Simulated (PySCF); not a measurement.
**Löwdin shares of the frontier orbitals**

Compound: C₄H₉NSi₂.
SMILES with atom numbers: `[CH:1]#[C:2][Si@:3]([NH2:4])([SiH3:5])[CH:6]=[CH2:7]` (hydrogens: H8 on C1; H9, H10 on N4; H11, H12, H13 on Si5; H14 on C6; H15, H16 on C7)

Theory: TDDFT wB97X-D/def2-SVPD, vertical, gas phase, core orbitals frozen in the response (PySCF). The structure is a single GFN2-xTB conformer in the gas phase; no vibrational or solvent corrections. GFN2-xTB frequencies show an imaginary mode (25i cm⁻¹), so this geometry is no minimum at that level. Torsions of this conformer, `[CH:1]#[C:2][Si@:3]([NH2:4])([SiH3:5])[CH:6]=[CH2:7]`: C2–Si3–C6–C7 73°, H–N4–Si3–C2 65°, H–N4–Si3–C2 -73°.

Frontier orbitals with the atoms that hold most of them (Löwdin shares over 4%, at most four atoms; ? is withheld):

| orbital | ε (eV) | atoms |
| --- | --- | --- |
| LUMO+2 | 1.71 | Si5 21%, Si3 19%, C2 14%, C1 13% |
| LUMO+1 | 1.37 | Si3 19%, C2 14%, C1 14%, Si5 11% |
| LUMO | ? | C7 21%, C6 20%, Si3 13%, Si5 9% |
| HOMO | -9.48 | ? |
| HOMO-1 | -9.58 | ? |
| HOMO-2 | -9.71 | C2 24%, C1 23%, C6 19%, C7 15% |
| HOMO-3 | -10.32 | C2 29%, C1 27%, C6 11%, N4 9% |

(1) Give the leading atoms of the HOMO.

(2) Give the leading atoms of the HOMO-1.

(3) What is the LUMO energy, and the HOMO–LUMO gap?

## Answers

(1) N4 (bonded to Si and 2 H) 53%; C2 (bonded to C and Si) 13%; C1 (bonded to C and H) 11%; Si3 (bonded to 2 C, N and Si) 6%. By element: nitrogen 53%, carbon 24% or more, silicon 6% or more.

(2) C6 (bonded to C, Si and H) 18%; Si5 (bonded to Si and 3 H) 16%; C7 (bonded to C and 2 H) 16%; Si3 (bonded to 2 C, N and Si) 13%. By element: carbon 34% or more, silicon 29%.

(3) ε(LUMO) = 1.24 eV; the gap is 10.72 eV (0.3941 hartree).

**Question.** The HOMO–LUMO gap is 10.72 eV. Where does the response calculation put the lowest singlet, and from which orbitals?

**Answer.** S1 is at 5.97 eV (f = 0.0019), 4.75 eV below the gap, made of HOMO-2→LUMO+1 (23%), HOMO→LUMO (12%), HOMO-2→LUMO (11%). Its leading pair isn't HOMO and LUMO; the energies of that pair differ by 11.08 eV. Without the coupling terms of the response equations the lowest excitation would equal the gap.

Next come S2 at 6.15 eV (f 0.0081), HOMO-2→LUMO+1 (18%), HOMO→LUMO+1 (17%), HOMO-1→LUMO+1 (15%); S3 at 6.23 eV (f 0.0070), HOMO→LUMO+1 (21%), HOMO→LUMO+2 (12%), HOMO-3→LUMO+2 (12%); S4 at 6.40 eV (f 0.021), HOMO-2→LUMO (22%), HOMO→LUMO+1 (20%), HOMO-1→LUMO+1 (15%); S5 at 6.53 eV (f 0.031), HOMO-1→LUMO (20%), HOMO-1→LUMO+2 (16%), HOMO-4→LUMO (12%).
